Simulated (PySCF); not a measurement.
Mapped SMILES: `[SiH3:1][CH2:2][C:3]1=[CH:4][SiH2:5][C@H:6]2[CH2:7][C@@H:8]1[CH2:9]2` (H(Xn): hydrogen on atom n). Ha(C7), Ha(C9) are cis to C3 on the ring; Hb(C7), Hb(C9) are trans to C3 on the ring.

- NMR shieldings at PBE0/pcSseg-1/GIAO
- coordinates at the GFN2-xTB level
- run in PySCF 2.14.0 with density-fitted response routines
- in vacuum, single conformer, non-relativistic Hamiltonian, averaged over atoms made equivalent by symmetry, fast rotation or ring inversion

Referencing at the same level of theory: $^{13}$C (σref 186.93), $^{1}$H (σref 31.72), $^{29}$Si (σref 349.16) vs TMS.

```
        atoms    nucleus  count  δ (ppm)
        H(C4)    $^{1}$H      1     5.38
          Si1  $^{29}$Si      1        ?
          Si5  $^{29}$Si      1        ?
       H(Si1)    $^{1}$H      3     3.86
           C8   $^{13}$C      1        ?
           C2   $^{13}$C      1        ?
        H(C8)    $^{1}$H      1        ?
Hb(C7)/Hb(C9)    $^{1}$H      2     2.64
           C4   $^{13}$C      1    109.6
Ha(C7)/Ha(C9)    $^{1}$H      2     1.69
        H(C6)    $^{1}$H      1     1.79
           C6   $^{13}$C      1     16.1
       H(Si5)    $^{1}$H      2     4.55
        C7/C9   $^{13}$C      2     36.4
        H(C2)    $^{1}$H      2     1.99
           C3   $^{13}$C      1    182.8
```

Problem. Complete the table.

Solution. 
- C8: 41.6 ppm, allylic sp3 CH; a saturated carbon with 3 carbon neighbours and no heteroatom attached
- C2: 30.2 ppm, allylic sp3 CH2 bonded to Si
- H(C8): 2.35 ppm, hydrogen on an allylic sp3 CH; allylic position
- Si5: -45.9 ppm, silicon bonded to 2 C, 2 H, in a 6-membered ring
- Si1: -68.1 ppm, silicon bonded to C, 3 H

Shifts are as computed. Against solution values, carbons near 30 ppm lie about +3 ppm off and those near 130 ppm about +5 ppm. Of 1211 compounds with measured shifts, 218 miss one by over three times the rms of a fit or turn the order of signals round; such compounds aren't used in these exercises.
